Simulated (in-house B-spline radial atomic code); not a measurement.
Configurations of neutral samarium, with energies counted from [Xe] 4f6 6s2. Level of theory: scalar-relativistic (X2C) CAM-B3LYP, spin-polarised, spherical fractional occupations, exact exchange averaged over the configuration, Fermi nucleus of rms radius 5.0819 fm; calculated with a radial B-spline atomic code at the basis-set limit. Shells without spins written out take the highest spin.

Occupations are held fixed; configurations that lie above the ionisation limit could autoionise.

```csv
configuration,E - E(ref) (eV),highest orbital,its <r> (bohr)
[Xe] 4f5 6s2 6d1,8.3033,6d up,10.87
[Kr] 4d10 4f6 5s2 5p5 6s2 7s1,24.425,7s up,9.825
[Kr] 4d9 4f6 5s2 5p6 6s2 7p1,131.05,7p up,12.68
```

Question: Order these further configurations by energy, lowest first.
A. [Xe] 4f5 5d1 6s2
B. [Xe] 4f5 6s2 6p1
C. [Kr] 4d9 4f6 5s2 5p6 5d1 6s2
D. [Kr] 4d9 4f6 5s2 5p6 6s2 6d1

Answer: A (3.3775 eV), B (5.5324 eV), C (126.11 eV), D (131.11 eV).
